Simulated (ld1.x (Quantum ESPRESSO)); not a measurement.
Configuration tests for Ta (TM semilocal)

- Element: tantalum (Ta)
- Generator: ld1.x (Quantum ESPRESSO) 7.5
- Type: norm-conserving Troullier–Martins (semilocal form)
- Functional: PBE
- Relativity: scalar-relativistic
- Frozen core: [Kr] 4d10 4f14 5s2
- Valence charge: 11
- Reference configuration: 5p6 5d3 6s2 6p0
- Partial waves: 5p (bound): rc 1.75 bohr; 5d (bound): rc 2.65 bohr; 6s (bound): rc 2.25 bohr
- Local potential: the s channel
- Core correction: a·sin(br)/r model core inside 1.60 bohr

Energies are relative to the spin-unpolarised reference configuration 5p6 5d3 6s2 6p0; without spin polarisation the order of configurations can differ from experiment. The frozen-core shift is the all-electron ΔE with the core orbitals held at their reference shape minus the fully relaxed ΔE.

| valence configuration | charge | ΔE all-electron (eV) | error AE − PS (meV) | frozen-core shift (meV) |
| --- | --- | --- | --- | --- |
| 5p6 5d3 6s1 6p0 | +1 | 8.467 | -6.2 | +3.3 |
| 5p6 5d3 6s0 6p0 | +2 | 23.439 | -30 | +9.8 |
| 5p6 5d2 6s0 6p0 | +3 | 47.043 | -37 | +49 |
| 5p6 5d4 6s0 6p0 | +1 | 9.901 | -42 | +15 |
| 5p6 5d3 6s0 6p2 | 0 | 8.595 | +145 | +2.9 |

Question: What are ΔE and the potential's error for 5p6 5d3.5 6s1.5 6p0?

Answer: ΔE = 0.989 eV all-electron; the error (AE − PS) is -5.0 meV.

Question: What are ΔE and the potential's error for 5p6 5d2 6s2 6p0?

Answer: ΔE = 7.681 eV all-electron; the error (AE − PS) is +5.9 meV.
